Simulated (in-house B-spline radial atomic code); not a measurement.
**Response and correlation of Ar16+**

Closed shell 1s2. Computed with an all-electron radial atomic-structure program (B-spline basis): Dirac-Hartree-Fock, relativistic RPA (time-dependent Dirac-Hartree-Fock) for the response and second-order many-body perturbation theory for correlation, no-pair Dirac-Coulomb Hamiltonian, finite nucleus.

Command:
```bash
python run_mb.py task.json out
```
Settings (nuclear radius in fm, box in bohr, cutoff in hartree):
```
basis_form          2
Z                   18
core_configuration  1s2
rms_radius          3.4274
mass_number         40
speed_of_light      137.036
box_radius          4.665
lmax                7
intervals           60
virtual_cutoff      8100.0
```

Cost of the run: 0.2 s on 1 thread of AMD EPYC 9R45, on a shared host.

```tsv
multipole (bohr³, bohr⁵, bohr⁷)	uncoupled	coupled RPA
dipole	8.8724e-05	9.1384e-05
quadrupole	9.7833e-07	?
octupole	2.8186e-08	2.8699e-08
```

Problem. What is the coupled quadrupole polarisability?

Solution. 1.0026e-06 atomic units, +2 % against the uncoupled value.

Problem. Which subshells carry the dipole polarisability?

Solution. 1s1/2 100.0 %.

Problem. What does the dipole shielding factor come to?

Solution. The dipole shielding factor is 0.111, against the exact N/Z = 2/18 = 0.111 of the non-relativistic theorem.

Dipole polarisability at imaginary frequency:

| u (Eh) | α(iu) (bohr³) |
| --- | --- |
| 0 | 9.138e-05 |
| 3.5 | 9.131e-05 |
| 10.5 | 9.077e-05 |
| 21 | 8.898e-05 |
| 35 | 8.504e-05 |
| 70.1 | 7.064e-05 |
| 140 | 4.319e-05 |
| 350 | 1.249e-05 |

Problem. What dispersion coefficients follow for two such ions (the dispersion part alone)?

Solution. C6 = (3/π)∫α(iu)²du = 8.332e-07 hartree·bohr⁶ and C8 = 5.222e-08 hartree·bohr⁸.

Lowest J = 1 odd-parity excitations:

| energy (eV) | oscillator strength | leading channel | weight |
| --- | --- | --- | --- |
| 3126.3 | 0.00969 | 1s1/2 → p1/2 | 0.768 |
| 3143.2 | 0.756 | 1s1/2 → p3/2 | 0.768 |
| 3682.6 | 0.00222 | 1s1/2 → p1/2 | 0.777 |
| 3687.2 | 0.151 | 1s1/2 → p3/2 | 0.777 |

Second-order correlation energy by the highest angular momentum of the excited pair (hartree): s -0.01437, p -0.02537, d -0.003702, f -0.0009987, g -0.0003658, h -0.0001486, i -7.334e-05, k -3.468e-05.

Problem. What is the second-order correlation energy at the partial-wave limit?

Solution. The listed waves sum to -0.045058 hartree; extrapolating the increments as (l + 1/2)⁻⁴ gives -0.045129 hartree, -0.614 eV per electron.
